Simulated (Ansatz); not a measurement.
Conformers of `[OH][Ta]([OH])([OH])([OH])[Cl]`, each relaxed with PBE0-D4/def2-TZVP in Ansatz. CBS adds the triple-zeta coupled-cluster correction to the MP2 limit.

Elements past krypton have def2 core potentials. Outer-core shells of Ta are correlated without core-valence functions. Spin–orbit coupling is left out.

Not all of them had a frequency check.

Conformer A:

```xyz
10

O    -0.819   -1.135    1.038
Ta    0.067    0.122   -0.111
O     0.523    1.475   -1.345
O     1.055    0.876    1.321
O     1.024   -1.242   -1.015
Cl   -2.186    0.745   -0.641
H    -1.747   -1.302    1.202
H     0.105    2.113   -1.921
H     1.009    0.507    2.206
H     0.968   -2.159   -0.734
```

Conformer B:

Z-matrix (Å, degrees):
```
Ta
O 1 1.902
O 1 1.896 2 94.2
Cl 1 2.401 2 83.0 3 123.7
O 1 1.902 2 166.0 3 123.8
O 1 1.896 2 93.7 3 -112.5
H 1 2.534 2 75.5 3 -2.2
H 1 2.534 2 112.4 3 -114.3
H 2 0.956 1 135.4 3 -126.4
H 5 0.956 1 135.4 2 -2.7
```

(1) Which is lowest in electronic energy at CCSD(T)/CBS (frozen core, def2 sets), and by how much? (Estimate.)

(2) Give the energies relative to B (kJ/mol) with r2SCAN-D4/def2-TZVPP, PBE0-D4/def2-TZVPP, ωB97M-V/def2-TZVPP, PBE0/def2-TZVPP, B3LYP/def2-TZVPP, SCS-MP2/def2-TZVPP, HF/CBS(def2). (An estimate is asked.)

## Answers

(1) Ansatz gave: B; A lies 0.6 kJ/mol higher. Gaps under about 2 kJ/mol don't settle the order.

(2) Ansatz gave: 
```json
{"level": "r2SCAN-D4/def2-TZVPP", "A": "0.5"}
{"level": "PBE0-D4/def2-TZVPP", "A": "0.6"}
{"level": "ωB97M-V/def2-TZVPP", "A": "0.5"}
{"level": "PBE0/def2-TZVPP", "A": "0.6"}
{"level": "B3LYP/def2-TZVPP", "A": "0.6"}
{"level": "SCS-MP2/def2-TZVPP", "A": "0.5"}
{"level": "HF/CBS(def2)", "A": "0.8"}
```

B3LYP here is the variant with VWN-RPA as its local correlation; programs differ in this.
